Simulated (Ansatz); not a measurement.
Calculated with Ansatz (gas phase, PBE0-D4/def2-TZVP geometries, no zero-point term in ΔE). CCSD(T)/CBS adds triple-zeta CCSD(T) − MP2 to the extrapolated MP2 energy (def2 sets, frozen cores). This one scheme is used for every species. Functionals use def2-TZVPP. Each species was taken in one conformer, which may not be the lowest.

`CO[SiH](F)CC[SiH2]F` + `BN` → `B[SiH](F)OC` + `NCC[SiH2]F`  (redistribution)

```
             level  ΔE (kJ/mol)
         revPBE-D4        249.0
          PBE-QIDH        251.2
               PBE        244.3
            r2SCAN        255.5
         CAM-B3LYP        250.5
           LC-ωPBE        246.5
    MP2/def2-QZVPP        259.1
SCS-MP2/def2-QZVPP        250.1
```

(1) What does CCSD(T)/CBS give? (Best estimate.)

Largest T1 diagnostic among the species: 0.012.

Answers

(1) Computed: +249.7 kJ/mol. The listed levels differ from it by -0.7, 1.5, -5.4, 5.8, 0.8, -3.2, 9.4, 0.4 kJ/mol.

The D4 term adds +11.6 kJ/mol with B3LYP and +6.9 kJ/mol with PBE0; it sums over pairs of atoms, weighted by their polarisabilities, and B3LYP, whose exchange is more repulsive, gets the larger term. From BLYP to BHLYP (50 % exact exchange), in def2-TZVPP and without D4, ΔE moves by +4.0 kJ/mol. Leaving LDA and LC-ωPBE aside and taking each functional with its dispersion term where it has one, the values, not all of them listed here, spread over 12.5 kJ/mol, from ωB97X-V to ωB97M-V. LDA lies +19.2 kJ/mol from PBE without D4.

B3LYP here is the variant with VWN-RPA as its local correlation; programs differ in this.
